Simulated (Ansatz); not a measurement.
Ansatz (a first-principles code) input:
A basis named .json is the Basis Set Exchange file of that set.

Ansatz 0.2 input:
```yaml
crystal:
  periodic: [false, false, false]
  atoms:
    - {symbol: C, position_ang: [-1.09455218, -0.09114862, -0.01737528]}
    - {symbol: Si, position_ang: [0.61143944, -0.03857235, 0.00849089]}
    - {symbol: H, position_ang: [-1.66910789, 0.83060455, -0.01332855]}
    - {symbol: H, position_ang: [-1.66876893, -1.00704325, -0.03827929]}
    - {symbol: H, position_ang: [1.34503774, 1.26334325, 0.03698700]}
basis:
  gaussian:
    orbitals: aug-cc-pV_Q+d_Z.json
hamiltonian:
  xc: hf
magnetization: {spin_polarized: true, initial_magnetization: 1}
```

Task: What final total energy does it print?

Result: -328.48400 Eh (HF/aug-cc-pV(Q+d)Z). The basis has 307 functions.

It need not be the lowest isomer of its formula.

The determinant is spin-contaminated: <S^2> is 1.18 against 0.75 for a pure state.
